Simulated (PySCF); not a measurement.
**Hf (hafnium, neutral) across methods**

[Xe] 4f14 5d2 6s1 6p1, one real determinant (an excited configuration). Computed with PySCF 2.14 in x2c-TZVPPall (11s7p7d3f1g, 97 functions), with the spin-free X2C one-electron Hamiltonian (Gaussian nucleus).

```csv
method,E (hartree),mean ε 6s α (eV),mean ε 5d α (eV),mean ε 6p α (eV),Σ⟨r²⟩ (bohr²),⟨S²⟩
UHF,-15073.36355,-9.107,-8.652,-4.670,82.24,6.005
revPBE,-15078.89,-6.381,-4.580,-2.435,81.21,6.001
PBE,-15078.48,-6.439,-4.599,-2.445,81.33,6.001
r2SCAN,-15078.59,-6.603,-4.946,-2.521,80.80,6.002
PBE0,-15078.25,-7.192,-5.721,-3.046,80.98,6.002
BP86,-15080.43,-6.577,-4.683,-2.522,81.18,6.001
wB97M-V,-15077.59,-8.957,-7.806,-4.331,81.61,6.002
LDA,-15068.62,-6.643,-4.614,-2.478,81.16,6.001
```

⟨L²⟩ = 14.05 against 20 for a pure G term, so this real determinant mixes terms. Spin-orbit coupling, absent here, splits the open shell strongly.
